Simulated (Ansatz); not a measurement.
Cost and result for the atomization energy of C2H4I2 (`ICCI`) (8 atoms, 7 bonds).

```xyz
8

I     2.2729    1.0000   -0.3128
C     0.4476    0.2446    0.5468
C    -0.4476   -0.2446   -0.5468
I    -2.2729   -0.9999    0.3128
H     0.7502   -0.5448    1.2296
H     0.0201    1.0748    1.1027
H    -0.7501    0.5447   -1.2297
H    -0.0202   -1.0749   -1.1026
```

Charge 0, multiplicity 1. Correlated methods include outer-core shells of I, which these sets cover unevenly. I: def2 effective core potential. The structure was optimised at the PBE0-D4/def2-TZVP level. It is one conformer, not always the lowest. Program: Ansatz. All runs use 4 threads of an Intel Xeon 6975P-C on a shared host. Times are those of one run each, without the atoms' runs, and a repeat can differ threefold. Electronic energies, without spin–orbit coupling; frozen cores. CCSD(T)/CBS adds CCSD(T) − MP2 in def2-TZVPP to the MP2 limit, and its time is that of the two runs behind it. T1 = 0.008. With those shells the extrapolation isn't a true limit.

CCSD(T)/CBS is a level of theory with its own doubt, some kJ/mol a heavy atom from the limit and from the frozen cores, so smaller differences don't rank the functionals.

```json
{"level": "LDA (SPW92)/def2-TZVPP", "functions": "218", "wall time": "0.75 s", "atomization (kcal/mol)": "722.0", "difference from CCSD(T)/CBS": "91.4", "per bond": "13.1"}
{"level": "PBE0-D4/def2-TZVPP", "functions": "218", "wall time": "1.7 s", "atomization (kcal/mol)": "631.2", "difference from CCSD(T)/CBS": "0.6", "per bond": "0.1"}
{"level": "BHLYP-D4/def2-TZVPP", "functions": "218", "wall time": "2.1 s", "atomization (kcal/mol)": "605.2", "difference from CCSD(T)/CBS": "-25.4", "per bond": "-3.6"}
{"level": "CAM-B3LYP-D4/def2-TZVPP", "functions": "218", "wall time": "2.1 s", "atomization (kcal/mol)": "621.8", "difference from CCSD(T)/CBS": "-8.8", "per bond": "-1.2"}
{"level": "r2SCANh-D4/def2-TZVPP", "functions": "218", "wall time": "2.4 s", "atomization (kcal/mol)": "623.7", "difference from CCSD(T)/CBS": "-6.9", "per bond": "-1.0"}
{"level": "CCSD(T)/def2-SVP", "functions": "100", "wall time": "2.6 s", "atomization (kcal/mol)": "590.0", "difference from CCSD(T)/CBS": "-40.6", "per bond": "-5.8"}
{"level": "r2SCAN-D4/def2-TZVPP (with forces)", "functions": "218", "wall time": "2.7 s", "atomization (kcal/mol)": "627.2", "difference from CCSD(T)/CBS": "-3.4", "per bond": "-0.5"}
{"level": "PBE-QIDH/def2-TZVPP", "functions": "218", "wall time": "3.6 s", "atomization (kcal/mol)": "626.0", "difference from CCSD(T)/CBS": "-4.6", "per bond": "-0.6"}
{"level": "B2PLYP/def2-TZVPP", "functions": "218", "wall time": "3.8 s", "atomization (kcal/mol)": "617.2", "difference from CCSD(T)/CBS": "-13.4", "per bond": "-1.9"}
{"level": "B97M-V/def2-TZVPP", "functions": "218", "wall time": "4.1 s", "atomization (kcal/mol)": "623.0", "difference from CCSD(T)/CBS": "-7.6", "per bond": "-1.1"}
{"level": "MP2/def2-QZVPP", "functions": "398", "wall time": "11 s", "atomization (kcal/mol)": "635.5", "difference from CCSD(T)/CBS": "4.9", "per bond": "0.7"}
{"level": "CCSD(T)/def2-TZVPP", "functions": "218", "wall time": "21 s", "atomization (kcal/mol)": "611.6", "difference from CCSD(T)/CBS": "-19.0", "per bond": "-2.7"}
{"level": "CCSD(T)/CBS(def2)", "functions": "–", "wall time": "32 s", "atomization (kcal/mol)": "630.6", "difference from CCSD(T)/CBS": "0.0", "per bond": "0.0"}
```

From PBE to PBE0 (25 % exact exchange), in def2-TZVPP and without D4, the atomization energy moves by −10.3 kcal/mol: exact exchange takes away binding that semilocal exchange gives to molecules. The D4 term adds +8.2 kcal/mol with B3LYP and +4.2 kcal/mol with PBE0; it sums over pairs of atoms, weighted by their polarisabilities, and B3LYP, whose exchange is more repulsive, gets the larger term. At CCSD(T), def2-SVP lies −40.6 kcal/mol from the extrapolated value and def2-TZVPP −18.9 kcal/mol: correlation converges slowly with the basis, and small sets miss more of it in the bonded molecule than in its fragments.

B3LYP here is the variant with VWN-RPA as its local correlation; programs differ in this.

Spin–orbit coupling would lower the free I atoms strongly, and the atomization energy with them, by more than many differences here.
